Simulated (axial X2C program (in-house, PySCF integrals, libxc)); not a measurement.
## Bond lengths and stretching modes, held linear, of CuNC⁺

Computed with an axial X2C code built on PySCF integrals: two-component X2C with atomic mean-field Coulomb and Gaunt terms, Gaussian nuclei, basis Cu dyall-v3z, N dyall-av3z, C dyall-v3z with contracted cores. Spin-free rows use the one-electron spin-free X2C Hamiltonian.

Masses Cu 62.930, N 14.003, C 12.000 u. States: 2c Ω = 1/2 (beyond evenly filled blocks: ω = 1/2); spin-free M_S = 1/2, Λ = 0 (beyond evenly filled blocks: σα).

PBE0, 2c: energies above the lowest point

```csv
r(Cu–N) (Å),r(N–C) (Å),E (meV)
1.7823,1.1232,70.04
1.7823,1.1520,16.81
1.7823,1.1808,58.78
1.8280,1.1232,49.67
1.8280,1.1520,0.00
1.8280,1.1808,45.91
1.8280,1.2096,169.70
1.8737,1.1232,55.92
1.8737,1.1520,9.31
1.8737,1.1808,58.66
1.9194,1.1520,38.03
1.9194,1.2096,221.17
```

Fit a quadratic surface with cubic terms in each bond: where is the minimum, and what are the two stretching wavenumbers?

At PBE0, 2c: bonds 1.832 and 1.152 Å; harmonic stretches 422.5 and 2206.0 cm⁻¹; force constants 1.95, 18.5 and coupling 0.42 mdyn/Å.

The other levels and Hamiltonians give:

```
Hamiltonian  level  r(Cu–N) (Å)  r(N–C) (Å)  lower stretch (cm⁻¹)  upper stretch (cm⁻¹)
         2c  B3LYP        1.832       1.155                 436.2                2179.7
  spin-free   PBE0        1.833       1.152                 422.2                2207.1
  spin-free  B3LYP        1.832       1.155                 435.8                2180.4
```

Each state is one determinant, the lowest of a limited PBE0 search; the stretches come from a fit to these few points and carry an uncertainty of a few per cent. Other orders of the atoms were not compared. Left out for rough or failed fits: HF 2c, MP2 2c, HF spin-free, MP2 spin-free. The molecule was held linear; bending was not examined, so a bent shape may lie lower.
